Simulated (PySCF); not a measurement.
C4H11S (SMILES CC(C)(C)[SH2+]), charge +1, singlet, at a GFN2-xTB geometry; SVWN5/def2-SV(P) in PySCF.

PySCF was given this input:
```python
from pyscf import gto, scf, dft

mol = gto.M(
    atom='''
C    -0.46721230    1.19830070    1.08614094
C    -0.37886662   -0.05533797    0.24787658
C    -0.16551409   -1.30773328    1.06955843
C    -1.51437475   -0.19093952   -0.74278374
S     1.21646759    0.08396989   -0.85362922
H    -1.35914839    1.12926927    1.70743843
H    -0.56717469    2.09550885    0.47895978
H     0.38310971    1.30871766    1.75577105
H    -0.01159147   -2.17993942    0.43853610
H    -1.05549123   -1.48989563    1.66884942
H     0.67604980   -1.21024531    1.75164054
H    -1.37662094   -1.04975865   -1.39553062
H    -1.63379605    0.70219938   -1.35189057
H    -2.44219884   -0.34176636   -0.19434427
H     1.01675679    1.34621071   -1.28554643
H     2.06243045    0.48044166    0.11943077
''',
    basis='def2-sv(p)',
    charge=1,
    verbose=4,
)

mf = dft.RKS(mol)
mf.xc = 'lda,vwn'
mf.kernel()
```

Q: Predict the main parts of the log of this PySCF run.

A: 
```
PySCF version 2.14.0

[INPUT] verbose = 4
[INPUT] num. atoms = 16
[INPUT] num. electrons = 50
[INPUT] charge = 1
[INPUT] spin (= nelec alpha-beta = 2S) = 0
[INPUT] symmetry False subgroup None
[INPUT] Mole.unit = angstrom
[INPUT] Symbol           X                Y                Z      unit          X                Y                Z       unit  Magmom
[...]
nuclear repulsion = 255.677212205939
number of shells = 54
number of NR pGTOs = 176
number of NR cGTOs = 96
basis = def2-sv(p)
ecp = {}

******** <class 'pyscf.dft.rks.RKS'> ********
method = RKS
initial guess = minao
damping factor = 0
level_shift factor = 0
DIIS = <class 'pyscf.scf.diis.CDIIS'>
diis_start_cycle = 1
diis_space = 8
diis_damp = 0
SCF conv_tol = 1e-09
SCF conv_tol_grad = None
SCF max_cycles = 50
direct_scf = True
direct_scf_tol = 1e-13
XC library pyscf.dft.libxc version 7.1.2
    S. Lehtola, C. Steigemann, M. J. T. Oliveira, and M. A. L. Marques,  SoftwareX 7, 1–5 (2018)
XC functionals = lda,vwn
    P. A. M. Dirac,  Math. Proc. Cambridge Philos. Soc. 26, 376 (1930)
    F. Bloch,  Z. Phys. 57, 545 (1929)
    S. H. Vosko, L. Wilk, and M. Nusair,  Can. J. Phys. 58, 1200 (1980)
radial grids:
    Treutler-Ahlrichs [JCP 102, 346 (1995); DOI:10.1063/1.469408] (M4) radial grids

becke partition: Becke, JCP 88, 2547 (1988); DOI:10.1063/1.454033
pruning grids: <function nwchem_prune>
grids dens level: 3
symmetrized grids: False
atomic radii adjust function: <function treutler_atomic_radii_adjust>
small_rho_cutoff = 0
Set gradient conv threshold to 3.16228e-05
Initial guess from minao.
tot grids = 183240
init E= -554.190541474998
[...]
cycle= 1 E= -553.710351274882  delta_E= 0.48  |g|= 0.577  |ddm|= 3.72
[...]
cycle= 2 E= -553.56680444829  delta_E= 0.144  |g|= 0.908  |ddm|= 1.74
[...]
cycle= 3 E= -553.799228654891  delta_E= -0.232  |g|= 0.103  |ddm|= 1.13
[...]
cycle= 4 E= -553.801642972552  delta_E= -0.00241  |g|= 0.0462  |ddm|= 0.168
[...]
cycle= 5 E= -553.802173298513  delta_E= -0.00053  |g|= 0.00782  |ddm|= 0.0522
[...]
cycle= 6 E= -553.802189372006  delta_E= -1.61e-05  |g|= 0.00278  |ddm|= 0.0141
[...]
cycle= 7 E= -553.802191687191  delta_E= -2.32e-06  |g|= 0.000311  |ddm|= 0.00463
[...]
cycle= 8 E= -553.802191711732  delta_E= -2.45e-08  |g|= 0.000105  |ddm|= 0.0005
[...]
cycle= 9 E= -553.802191714271  delta_E= -2.54e-09  |g|= 3.77e-05  |ddm|= 0.000141
[...]
cycle= 10 E= -553.802191714635  delta_E= -3.64e-10  |g|= 5.75e-06  |ddm|= 4.61e-05
[...]
Extra cycle  E= -553.80219171463  delta_E= 5.46e-12  |g|= 7.28e-06  |ddm|= 1.98e-05
converged SCF energy = -553.80219171463
```
